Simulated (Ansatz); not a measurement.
`N[SiH](Cl)N[SiH3]` + `N[SiH2]F` → `N[Si@H](Cl)[Si@@H](N)F` + `N[SiH3]`  (formal exchange of groups at the Si–N bond)

Computed with Ansatz on PBE0-D4/def2-TZVP structures; ΔE is electronic, products minus reactants. CBS: MP2 limit from def2 TZ/QZ plus the TZ coupled-cluster correction, frozen cores. This one scheme is used for every species. DFT in def2-TZVPP. B3LYP here is the variant with VWN-RPA as its local correlation; programs differ in this. One conformer a species, not always the lowest.

`N[SiH](Cl)N[SiH3]`:

```xyz
12

N     2.253   -0.370    0.485
Si    0.987    0.409   -0.336
Cl    0.376    2.227    0.450
N    -0.417   -0.558   -0.266
Si   -2.074   -0.101   -0.030
H     2.137   -0.684    1.435
H     3.208   -0.113    0.294
H     1.504    0.724   -1.685
H    -0.263   -1.542   -0.439
H    -2.349    0.343    1.360
H    -2.481    0.984   -0.957
H    -2.883   -1.317   -0.311
```

`N[SiH2]F`:

Z-matrix (Å, degrees):
```
Si
F 1 1.605
N 1 1.696 2 114.6
H 1 1.479 2 105.8 3 -119.3
H 1 1.479 2 105.8 3 119.3
H 3 1.006 1 122.0 2 77.5
H 3 1.006 1 122.0 2 -77.5
```

`N[Si@H](Cl)[Si@@H](N)F`:

Z-matrix (Å, degrees):
```
Si
F 1 1.608
Si 1 2.338 2 108.2
N 1 1.700 2 115.0 3 117.1
H 1 1.483 2 105.6 3 -124.6
N 3 1.704 1 109.0 2 -161.1
Cl 3 2.094 1 103.7 2 76.7
H 3 1.481 1 117.5 2 -38.5
H 4 1.007 1 122.4 2 77.8
H 4 1.008 1 120.3 2 -74.6
H 6 1.008 3 120.1 1 -43.4
H 6 1.008 3 120.9 1 169.6
```

`N[SiH3]`:

```xyz
7

N    -0.448    0.284    0.926
Si    0.296   -0.274   -0.522
H    -1.446    0.418    0.953
H     0.019    0.975    1.491
H    -0.460   -1.463   -0.994
H     0.339    0.702   -1.652
H     1.699   -0.642   -0.202
```

Task: Is it downhill or uphill in electronic energy at CCSD(T)/CBS, and by how much? (Best estimate.)

Result: Computed: Uphill: ΔE = +22.5 kcal/mol.

Task: What do these levels give: PBE0-D4, B3LYP-D4, ωB97X-V, ωB97M-V, B2PLYP, PBE, CCSD/def2-TZVPP, CCSD(T)/def2-TZVPP, MP2/def2-QZVPP, SCS-MP2/def2-QZVPP, HF/CBS(def2), CCSD/CBS(def2)? (Estimate.)

Result: Computed: PBE0-D4 18.5, B3LYP-D4 20.6, ωB97X-V 21.0, ωB97M-V 22.7, B2PLYP 22.2, PBE 16.2, CCSD/def2-TZVPP 23.2, CCSD(T)/def2-TZVPP 22.8, MP2/def2-QZVPP 24.5, SCS-MP2/def2-QZVPP 24.5, HF/CBS(def2) 26.0, CCSD/CBS(def2) 22.9 kcal/mol.

Largest T1 diagnostic among the species: 0.011.

From PBE to PBE0 (25 % exact exchange), in def2-TZVPP and without D4, ΔE moves by +2.3 kcal/mol. In def2-TZVPP, CCSD(T) changes the Hartree–Fock value by −2.8 kcal/mol (the triples alone add −0.4 kcal/mol) and MP2 by −1.1 kcal/mol.
